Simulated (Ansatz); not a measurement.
Mulliken charges of `[OH][Ti]([OH])([F])[F]` from PBE/def2-TZVPP in Ansatz (PBE0-D4/def2-TZVP geometry).

```
atom   x (Å)   y (Å)   z (Å)  charge (e)
  O1  -1.222   0.596   0.894      -0.416
 Ti2  -0.020  -0.027  -0.258       1.111
  O3   1.419  -0.510   0.668      -0.416
  F4  -0.668  -1.392  -1.160      -0.335
  F5   0.390   1.197  -1.454      -0.335
  H6  -2.109   0.951   0.820       0.196
  H7   2.272  -0.884   0.445       0.196
```

By hand: the dipole of these point charges (1 e Å = 4.8032 D).

Σ q r = (0.021, 0.013, 0.187) e Å, of length 0.189 e Å = 0.91 D.

How does the dipole of the full density compare? (An estimate is asked.)

Ansatz gave: (0.015, 0.009, 0.127) e Å, 0.62 D; the point charges give 1.47 times that, at 0° from its direction.

Point charges leave out the atoms' own dipoles, such as those of lone pairs, and Mulliken's split depends on the basis, so the two needn't agree.
